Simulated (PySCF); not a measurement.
Two species compared at the same levels of theory.

First species: C9H12O.
SMILES: `CCCOc1ccccc1`

Second species: 3-pyridinesulfonic acid, C5H5NO3S.
SMILES: `O=S(=O)(O)c1cccnc1`

Levels: PBE0/def2-SVPD for dipole moment, HOMO energy, LUMO energy, HOMO–LUMO gap, static isotropic polarisability and electronic spatial extent ⟨r²⟩ about the centre of nuclear charge; TDDFT PBE0/def2-SVPD for lowest singlet excitation; TDA PBE0/def2-SVPD for lowest triplet excitation (Tamm–Dancoff); ΔSCF PBE0/def2-SVPD for vertical ionisation energy; PBE0-D3(BJ)/def2-SVP for rotational constant A and rotational constant C. Geometries: PBE0-D3(BJ)/def2-SVP. Each structure is a single optimised conformer of the isolated species, non-relativistic unless stated. Electronic properties by PySCF.

Dipoles, sizes and rotational constants follow the conformer. The torsions of the flexible species, by atom-mapped SMILES:
- `[CH3:1][CH2:2][CH2:3][O:4][c:5]1[cH:6][cH:7][cH:8][cH:9][cH:10]1`: C1–C2–C3–O4 180°, C2–C3–O4–C5 -179°, C3–O4–C5–C6 179°
- `[O:1]=[S:2](=[O:3])([OH:4])[c:5]1[cH:6][cH:7][cH:8][n:9][cH:10]1`: O1–S2–C5–C6 27°, H–O4–S2–O1 150°

Values for the first species:

- Dipole moment: 1.41 D
- HOMO energy: -6.40 eV
- LUMO energy: -0.21 eV
- HOMO–LUMO gap: 6.19 eV
- Lowest singlet excitation: 5.12 eV
- Lowest triplet excitation (Tamm–Dancoff): 3.98 eV
- Static isotropic polarisability: 112.0 au
- Vertical ionisation energy: 8.15 eV
- Electronic spatial extent ⟨r²⟩ about the centre of nuclear charge: 2123 bohr²
- Rotational constant A: 4.437 GHz
- Rotational constant C: 0.530 GHz

(1) Estimate the same properties for the second species, and the change in each.

Results:

(1) 
```json
{"property": "dipole moment", "first": "1.41 D", "second": "3.75 D", "second less first": "+2.34 D"}
{"property": "HOMO energy", "first": "-6.40 eV", "second": "-8.15 eV", "second less first": "-1.75 eV"}
{"property": "LUMO energy", "first": "-0.21 eV", "second": "-1.96 eV", "second less first": "-1.75 eV"}
{"property": "HOMO–LUMO gap", "first": "6.19 eV", "second": "6.19 eV", "second less first": "0.00 eV"}
{"property": "lowest singlet excitation", "first": "5.12 eV", "second": "4.58 eV", "second less first": "-0.54 eV"}
{"property": "lowest triplet excitation (Tamm–Dancoff)", "first": "3.98 eV", "second": "4.02 eV", "second less first": "+0.04 eV"}
{"property": "static isotropic polarisability", "first": "112.0 au", "second": "92.1 au", "second less first": "-19.9 au"}
{"property": "vertical ionisation energy", "first": "8.15 eV", "second": "10.05 eV", "second less first": "+1.90 eV"}
{"property": "electronic spatial extent ⟨r²⟩ about the centre of nuclear charge", "first": "2123 bohr²", "second": "1545 bohr²", "second less first": "-578 bohr²"}
{"property": "rotational constant A", "first": "4.437 GHz", "second": "2.657 GHz", "second less first": "-1.780 GHz"}
{"property": "rotational constant C", "first": "0.530 GHz", "second": "0.737 GHz", "second less first": "+0.207 GHz"}
```

On the first: The polarisability is 16.60 Å³ as a volume (1 au = 0.148185 Å³), or 1.51 au for each of the 74 electrons. A dipole of 1.41 D is allowed in Cs, and pure rotational transitions are dipole-allowed.

On the second: A dipole of 3.75 D is allowed in C1, and pure rotational transitions are dipole-allowed. No computed singlet falls in the visible range (750 to 380 nm, 1.65 to 3.26 eV); S1 lies 1.32 eV above its blue end.
